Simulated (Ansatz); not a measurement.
Geometry optimisation, UKS BHLYP/def2-SVP in Ansatz.

The input (input.yaml):

```yaml
crystal:
  periodic: [false, false, false]
  atoms:
    - { symbol: Ti, position_ang: [0.000446, 0.0, -0.070846] }
    - { symbol: F, position_ang: [0.000228, 0.0, 1.707163] }
    - { symbol: F, position_ang: [1.617487, 0.0, -0.637658] }
    - { symbol: F, position_ang: [-0.808079, 1.400315, -0.637833] }
    - { symbol: F, position_ang: [-0.808079, -1.400315, -0.637833] }
    - { symbol: Cl, position_ang: [-0.000102, 0.0, 4.408807] }
magnetization:
  spin_polarized: true
  initial_magnetization: 1
basis:
  gaussian: { orbitals: def2-SVP }
hamiltonian:
  xc: { name: BHLYP }
relax:
  f_tol: 0.03
  max_steps: 50
output:
  orbitals: {}
```

Run as:

```bash
$ ansatz run input.yaml --threads 4 --pin off --max-ram 5120MiB --backend cpu --events-out ev --progress --plain --runs-dir out
```

Where does it end, and by what steps?

The run converged. The force dipped under the threshold on the way, but the program's further checks kept it going. After 6 steps the energy has fallen by 0.046 eV; Cl6 moved furthest, 0.06 Å.

```json
{"step": "0", "energy less start (eV)": "0.0000", "largest force component (eV/Å)": "1.643", "accepted": "yes"}
{"step": "1", "energy less start (eV)": "-0.0367", "largest force component (eV/Å)": "0.709", "accepted": "yes"}
{"step": "2", "energy less start (eV)": "-0.0449", "largest force component (eV/Å)": "0.126", "accepted": "yes"}
{"step": "3", "energy less start (eV)": "-0.0458", "largest force component (eV/Å)": "0.031", "accepted": "yes"}
{"step": "4", "energy less start (eV)": "-0.0460", "largest force component (eV/Å)": "0.008", "accepted": "yes"}
{"step": "5", "energy less start (eV)": "-0.0460", "largest force component (eV/Å)": "0.009", "accepted": "no"}
{"step": "6", "energy less start (eV)": "-0.0460", "largest force component (eV/Å)": "0.008", "accepted": "yes"}
```

```xyz
6
Properties=species:S:1:pos:R:3
Ti 0.000 0.000 -0.069
F 0.000 0.000 1.656
F 1.619 0.000 -0.642
F -0.809 1.402 -0.642
F -0.809 -1.402 -0.642
Cl 0.000 0.000 4.470
```

Whether the end is a true minimum wasn't checked by a vibrational analysis.

Run time: 30 s on 4 threads of Arm Neoverse V2, with other jobs on the host, peak memory 0.45 GiB.
